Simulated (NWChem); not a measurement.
# MoH$_{6}$; SMILES [MoH6]

Program: NWChem. The geometry was optimised at PBE0/def2-SVP. def2 effective core potentials on Mo; no spin-orbit coupling. Static field.

**Question.** What does the run give for CAM-B3LYP/def2-SVPD? Quantities: isotropic polarisability (bohr³); anisotropy (bohr³).

**Answer.** 
```json
{
 "isotropic polarisability (bohr³)": "49.6",
 "anisotropy (bohr³)": "0.0"
}
```
